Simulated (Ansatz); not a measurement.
Consider the formal hydrolysis of a C–Cl bond: `N=C(Cl)BN` + H₂O → `N=C(O)BN` + HCl.

Isolated molecules relaxed with PBE0-D4/def2-TZVP in Ansatz; ΔE leaves out vibrations. CBS: MP2 limit from def2 TZ/QZ plus the TZ coupled-cluster correction, frozen cores. This one scheme is used for every species. Functionals use def2-TZVPP. One conformer a species, not always the lowest.

| level | ΔE (eV) |
| --- | --- |
| BLYP-D4 | -0.15 |
| PBE0-D4 | -0.25 |
| PBE-QIDH | -0.27 |
| r2SCAN0 | -0.27 |
| CAM-B3LYP | -0.34 |
| LC-ωPBE | -0.37 |
| CCSD/def2-SVP | -0.45 |
| SCS-MP2/def2-TZVPP | -0.22 |

Q: What does CCSD(T)/CBS give? (An estimate is asked.)

A: Computed: -0.18 eV. The listed levels differ from it by 0.03, -0.07, -0.09, -0.09, -0.16, -0.19, -0.27, -0.04 eV.

Largest T1 diagnostic among the species: 0.014.

From r2SCAN to r2SCAN0 (25 % exact exchange), in def2-TZVPP and without D4, ΔE moves by −0.05 eV. At CCSD(T), def2-SVP lies −0.24 eV from the extrapolated value and def2-TZVPP −0.06 eV.
